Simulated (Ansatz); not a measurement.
C7H13O (SMILES [CH2]C(=O)CCCCC), doublet, geometry from GFN2-xTB. Base run: BLYP/def2-SV(P) (Ansatz, an electronic-structure program).

Geometry (Å):
```xyz
21

C      3.5223     0.6629    -0.3935
C      2.3713    -0.0204     0.0816
O      2.4496    -1.0048     0.8149
C      1.0362     0.5438    -0.3748
C     -0.1425    -0.2468     0.1793
C     -1.4828     0.3192    -0.2787
C     -2.6591    -0.4777     0.2802
C     -3.9973     0.0890    -0.1782
H      3.4421     1.5224    -1.0342
H      4.5009     0.3173    -0.1095
H      1.0178     0.5386    -1.4684
H      0.9782     1.5882    -0.0553
H     -0.0505    -1.2872    -0.1393
H     -0.0900    -0.2405     1.2700
H     -1.5681     1.3599     0.0449
H     -1.5284     0.3085    -1.3708
H     -2.5749    -1.5175    -0.0431
H     -2.6146    -0.4669     1.3714
H     -4.0692     0.0685    -1.2636
H     -4.1089     1.1198     0.1518
H     -4.8200    -0.4927     0.2308
```
Charge 0, spin multiplicity 2.
Orbitals are unrestricted.
All else is at Ansatz's defaults.

The base run was repeated with changes; each row names its change, and settings that it needs were set with it.

| change | basis functions | E (Eh) | core-seconds (rough) |
|---|---|---|---|
| base | 138 | -349.26945 | 30 |
| basis = pcseg-0 | 98 | -348.67184 | 10 |
| basis = def2-SVP | 177 | -349.29917 | 20 |
| basis = pcseg-1 | 177 | -349.50594 | 30 |
| basis = cc-pVDZ | 177 | -349.56597 | 20 |
| basis = 6-31+G* | 178 | -349.57491 | 40 |
| basis = 6-31G** | 185 | -349.57560 | 20 |
| basis = 6-311G** | 222 | -349.66482 | 30 |
| basis = def2-SVPD | 267 | -349.33003 | 50 |
| basis = 6-311++G** | 267 | -349.67088 | 60 |
| basis = 6-311+G(2d,p) | 294 | -349.67853 | 60 |
| basis = aug-pcseg-1 | 301 | -349.52243 | 80 |
| basis = def2-TZVP | 326 | -349.70574 | 50 |

Totals compare only among sets that treat the same electrons; sets with core potentials leave the core out.
